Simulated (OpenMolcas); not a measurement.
## Rh3+: moving or changing the point charges

Rh3+ among 4 point charges of -2.5 e arranged as a square (D4h), 2.07 Å from the ion.

```
Program             : OpenMolcas
Method              : SS-CASPT2, IPEA 0.25 Eh, imaginary shift 0.1 Eh (closed shells correlated: 4s 4p)
Basis               : ANO-RCC-VDZP [6s5p3d1f]
Scalar Hamiltonian  : DKH2, point nucleus
Active space        : 6 electrons in 5 orbitals (4d)
State averaging     : 2S+1 = 5 even, 5 roots; 2S+1 = 3 even, 45 roots; 2S+1 = 1 even, 50 roots
Spin-orbit coupling : state interaction with AMFI integrals over the reference wave functions
```

Runs around this geometry, states (labels of D4, the rotations of D4h). Energies in cm-1 above the lowest state or level, χT in cm3 K/mol.

```json
{"R (Å)": "2.07", "q (e)": "-1.62", "Ground state": "5A1", "First state of that spin": "5E 3770", "First gap with spin-orbit (degeneracies)": "100 (1, 2)", "χT at 300 K": "4.054", "First state of another spin": "3B2 15160"}
{"R (Å)": "2.07", "q (e)": "-2.5", "Ground state": "5A1", "First state of that spin": "5E 8810", "First gap with spin-orbit (degeneracies)": "92 (1, 2)", "χT at 300 K": "3.418", "First state of another spin": "3E 10270"}
{"R (Å)": "2.26", "q (e)": "-2.5", "Ground state": "5A1", "First state of that spin": "5E 6030", "First gap with spin-orbit (degeneracies)": "93 (1, 2)", "χT at 300 K": "3.680", "First state of another spin": "3E 14390"}
```

Taking the first state of the same spin as R^-n, n = -ln(6030 / 8810) / ln(2.26 / 2.07) = 4.3 between the shortest and longest distance.

Scaling the charges by -1.62 / -2.5 = 0.65 scales the first state of the same spin by 3770 / 8810 = 0.43; with fixed orbitals a first-order splitting would follow the charge.

Point charges give a weaker field than real ligands, and real ions of this kind are as a rule low spin; the high spin found here belongs to the model. Free-ion shares, where given, are those of the reference states; single-state CASPT2 does not remix them. This shell can be high or low spin here, a state of another spin lies low, and with metal d orbitals alone active their balance is uncertain, so the ground spin may be wrong (holds for R = 2.07, q = -2.5; R = 2.26, q = -2.5). This is an electrostatic model: the charges have no orbitals. No measured value stands beside these numbers.
